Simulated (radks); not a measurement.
The numbers below are computed, except where a source is named.
Species: Ba XXXVII. Configuration: [Ar] 3d2 (the NIST ground configuration). Level of theory: scalar-relativistic Kohn-Sham, r2SCAN, spin-polarised, spherical densities, finite nucleus; open shells are filled with parallel spins first (spin-orbit coupling, left out, can overturn this in heavy ions); meta-GGA in the generalised Kohn-Sham scheme; Fermi nuclear charge, rms radius 4.8378 fm (a radial shooting solver on a logarithmic mesh with Libxc functionals).

Radial electron density D(r) = 4 pi r^2 rho(r):

| r (bohr) | D(r) (e/bohr) | spin D(r) |
|---|---|---|
| 0.001395 | 4.240 | -0.0000873 |
| 0.001547 | 5.040 | -0.000104 |
| 0.001731 | 6.057 | -0.000124 |
| 0.001936 | 7.262 | -0.000149 |
| 0.002148 | 8.573 | -0.000175 |
| 0.002403 | 10.22 | -0.000209 |
| 0.002688 | 12.14 | -0.000247 |
| 0.002982 | 14.20 | -0.000289 |
| 0.003336 | 16.75 | -0.000339 |
| 0.003701 | 19.43 | -0.000393 |
| 0.00414 | 22.70 | -0.000457 |
| 0.00463 | 26.35 | -0.000528 |
| 0.005138 | 30.10 | -0.000600 |
| 0.005747 | 34.49 | -0.000682 |
| 0.006428 | 39.21 | -0.000769 |
| 0.007132 | 43.82 | -0.000850 |
| 0.007978 | 48.92 | -0.000935 |
| 0.008923 | 54.03 | -0.00101 |
| 0.009901 | 58.63 | -0.00106 |
| 0.01107 | 63.21 | -0.00108 |
| 0.01239 | 67.19 | -0.00104 |
| 0.01374 | 70.15 | -0.000909 |
| 0.01537 | 72.34 | -0.000594 |
| 0.0172 | 73.38 | 0.0000265 |
| 0.01908 | 73.26 | 0.00107 |
| 0.02134 | 72.08 | 0.00308 |
| 0.02387 | 70.08 | 0.00663 |
| 0.02649 | 67.88 | 0.0123 |
| 0.02963 | 65.71 | 0.0227 |
| 0.03287 | 64.47 | 0.0388 |
| 0.03677 | 64.57 | 0.0674 |
| 0.04113 | 66.61 | 0.115 |
| 0.04563 | 70.32 | 0.184 |
| 0.05104 | 75.89 | 0.301 |
| 0.05709 | 82.18 | 0.481 |
| 0.06335 | 87.44 | 0.726 |
| 0.07085 | 90.94 | 1.10 |
| 0.07925 | 90.82 | 1.63 |
| 0.08794 | 86.79 | 2.28 |
| 0.09836 | 78.48 | 3.16 |
| 0.11 | 67.44 | 4.23 |
| 0.1221 | 56.80 | 5.36 |
| 0.1365 | 47.40 | 6.63 |
| 0.1527 | 42.06 | 7.82 |
| 0.1695 | 41.23 | 8.70 |
| 0.1895 | 43.62 | 9.22 |
| 0.212 | 46.84 | 9.15 |
| 0.2352 | 47.97 | 8.50 |
| 0.2631 | 45.34 | 7.26 |
| 0.292 | 39.12 | 5.78 |
| 0.3266 | 29.73 | 4.11 |
| 0.3653 | 19.80 | 2.62 |
| 0.4053 | 11.95 | 1.54 |
| 0.4533 | 5.976 | 0.763 |
| 0.5071 | 2.523 | 0.325 |
| 0.5626 | 0.9593 | 0.127 |
| 0.6293 | 0.2784 | 0.0385 |
| 0.7039 | 0.06457 | 0.00951 |
| 0.781 | 0.01333 | 0.00211 |
| 0.8736 | 0.001872 | 0.000326 |

D(r) has 3 maxima, at r = 0.0179, 0.0749, 0.232 bohr, and minima at 0.0345, 0.164 bohr, inside which lie 1.97, 10.72 electrons.
